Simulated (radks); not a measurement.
The nuclear charge of the gadolinium ion Gd+ is varied continuously with 63 electrons held in [Xe] 4f7 5d1 6s1. All-electron calculation, scalar-relativistic Kohn-Sham, PBE, spin-polarised, spherical densities, finite nucleus; open shells are filled with parallel spins first (spin-orbit coupling, left out, can overturn this in heavy ions); Fermi nuclear charge, rms radius 5.1569 fm. Program: a radial shooting solver on a logarithmic mesh with Libxc functionals. By the Hellmann-Feynman theorem dE/dZ = E(electron-nucleus)/Z, the electronic potential at the nucleus (averaged over a nucleus of fixed radius). The scalar-relativistic energy here is not variational (the density holds large components alone), so the two differ by a part that grows with Z.

| Z | E (hartree) | E(electron-nucleus)/Z (hartree) | HOMO | e(HOMO) (eV) | <r> HOMO (bohr) |
|---|---|---|---|---|---|
| 63 | -10843.5433 | -419.586 | 5d | -1.360 | 3.586 |
| 63.5 | -11055.7344 | -424.471 | 5d | -4.753 | 2.872 |
| 64 | -11270.3982 | -429.342 | 5d | -9.031 | 2.517 |
| 64.5 | -11487.5319 | -434.210 | 6s | -13.600 | 3.348 |
| 65 | -11707.1366 | -439.082 | 6s | -17.775 | 3.146 |

The central difference of E at Z = 64 is -431.798 hartree, to compare with the third column; the second derivative is -9.88 hartree.
